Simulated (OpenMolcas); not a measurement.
Er2+ among 6 point charges of -1 e arranged as an octahedron (Oh).

```yaml
Program: OpenMolcas 26.06
Method: CASSCF
Basis: ANO-RCC-VDZP [7s6p4d2f1g]
Scalar_Hamiltonian: DKH2, point nucleus
Active_space: 12 electrons in 7 orbitals (4f)
State_averaging: 2S+1 = 3 even, 21 roots; 2S+1 = 1 even, 27 roots kept (CI in the orbitals of an earlier block)
Spin-orbit_coupling: state interaction with AMFI integrals over the reference wave functions
```

All point charges move together. At R = 2.69 Å the width of the lowest J multiplet is 135 cm-1, and at R = 3.14 Å it is 63 cm-1.

**Question.** A third run gives 90 cm-1. What distance was it run at?

**Answer.** With a power law R^-n the two known points give n = -ln(63 / 135) / ln(3.14 / 2.69) = 4.93. Then R = 2.69 × (135 / 90)^(1/4.93) = 2.921 Å. The run was at 2.92 Å, so the estimate is off by +0.001 Å.

Point charges carry no covalency, so the field is a model and not that of real ligands. No measured value stands beside these numbers.
